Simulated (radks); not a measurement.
Values are calculated unless marked as measured or tabulated.
Valence configurations of the lead ion Pb+. Code: a radial shooting solver on a logarithmic mesh with Libxc functionals. Model: scalar-relativistic Kohn-Sham, SCAN, spin-polarised, spherical densities, finite nucleus; open shells are filled with parallel spins first (spin-orbit coupling, left out, can overturn this in heavy ions); meta-GGA in the generalised Kohn-Sham scheme; Fermi nuclear charge, rms radius 5.5012 fm. Order these by energy: [Xe] 4f14 5d9 6s2 6p2; [Xe] 4f13 5d10 6s1.5 6p2.5; [Xe] 4f12 5d9.5 6s2 6p3.5; [Xe] 4f14 5d7 6s2 6p4; [Xe] 4f14 5d8 6s2 6p3; [Xe] 4f13 5d10 6s2 6p2; [Xe] 4f13 5d9.5 6s2 6p2.5; [Hg] 6p1; [Xe] 4f12 5d9 6s2 6p4; [Xe] 4f14 5d9.5 6s2 6p1.5.

Answer. From the lowest, in eV above it: [Hg] 6p1 0.000; [Xe] 4f14 5d9.5 6s2 6p1.5 9.767; [Xe] 4f14 5d9 6s2 6p2 20.021; [Xe] 4f14 5d8 6s2 6p3 42.020; [Xe] 4f14 5d7 6s2 6p4 69.164; [Xe] 4f13 5d10 6s2 6p2 140.10; [Xe] 4f13 5d10 6s1.5 6p2.5 144.33; [Xe] 4f13 5d9.5 6s2 6p2.5 151.98; [Xe] 4f12 5d9.5 6s2 6p3.5 312.79; [Xe] 4f12 5d9 6s2 6p4 328.95. NIST lists [Hg] 6p1 as the ground configuration; this level of theory agrees among the configurations tried. The energies are those of spherical high-spin densities, not of single terms.
